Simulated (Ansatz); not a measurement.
```xyz
8

F    -2.1233    0.1169    0.9117
Si   -1.0571   -0.5333   -0.0531
F    -0.8537   -2.0320    0.3905
F    -1.6711   -0.5377   -1.5068
Si    0.9596    0.6408    0.0063
Cl    1.6648    0.5721    1.9197
Cl    2.2561   -0.2822   -1.2707
H     0.8245    2.0556   -0.3977
```

Charge 0, multiplicity 1.

Q: List the ωB97M-V/def2-TZVPP orbital energies in eV (Ansatz 0.2.0). (Best estimate.)

A: Computed: Occupied: -2772.64, -2772.64, -1809.85, -1809.46, -678.35, -678.35, -678.34, -263.05, -263.05, -200.52, -200.52, -200.40, -200.40, -200.39, -200.39, -150.66, -150.36, -104.81, -104.81, -104.75, -104.52, -104.48, -104.43, -37.46, -36.72, -36.72, -26.95, -26.26, -19.81, -18.31, -17.54, -17.53, -16.78, -16.14, -16.13, -15.47, -15.47, -14.94, -14.38, -14.36, -13.72, -12.44, -12.33, -12.05, -11.07. Lowest empty: 0.81, 0.87, 2.05, 2.79, 3.23, 3.84, 4.19, 5.05.
